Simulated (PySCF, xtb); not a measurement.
H4NSi, SMILES [NH][SiH3], multiplicity 2.

Coordinates come from a B3LYP-D3(BJ)/def2-TZVP optimisation. The geometry has at least one imaginary mode, so it is a saddle point at that level. The isomer is the one that the SMILES or the coordinates give; other isomers of the formula were not compared.

Computed with IEF-PCM-PBE0/def2-SVP (PySCF).

The values are the electrostatic part of the solvation free energy, E(continuum) − E(gas) at the gas-phase geometry, in a cavity of scaled van der Waals radii (PySCF's table); cavitation and dispersion terms are not included. The dipole moment in vacuum is 1.42 D.

| solvent | ε | ΔG(elec) (kcal/mol) | dipole (D) |
|---|---|---|---|
| water | 78.36 | -3.3 | 1.77 |
| methanol | 32.61 | -3.2 | 1.75 |
| benzene | 2.27 | -1.4 | 1.56 |

For comparison, GFN2-xTB/ALPB(water) (xtb, at the GFN2-xTB geometry, all terms of that model) gives -1.4 kcal/mol.
